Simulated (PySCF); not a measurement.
**Ionisation energy of Bi⁷¹⁺ by level of theory**

Bi⁷¹⁺ [Ne] 3s2 → Bi⁷²⁺ [Ne] 3s1 [3s1/2^1, M_J = 1/2], as a difference of total energies. All numbers are calculated (PySCF 2.14, the two-component X2C-1e Hamiltonian, in an even-tempered Gaussian basis (17 s from 26 bohr⁻², ratio 2.4; 14 p from 34 bohr⁻², ratio 2.4; 4 d from 110 bohr⁻², ratio 2.6; 4 f from 160 bohr⁻², ratio 2.6)). Correlated levels: 1s2 frozen; the 46 highest virtual spinors dropped. "Screened" scales the spin-orbit matrix elements by Boettger's factors to mimic the two-electron term; Breit and QED terms are absent.

```csv
method,ionisation energy (eV)
GHF (spin-free),9281.9
GMP2 (spin-free),9285.1
GHF (screened spin-orbit),9280.5
GMP2 (screened spin-orbit),9284.4
```

Question: How much does correlation contribute at GMP2 (screened spin-orbit)?

Answer: 9284.4 − (9280.5) = 3.9 eV, measured against GHF (screened spin-orbit).

Breit and QED terms and the two-electron picture change are absent.

For comparison: 9270 ± 60 eV (theoretical estimate listed by NIST; NIST Atomic Spectra Database, ionization energies).
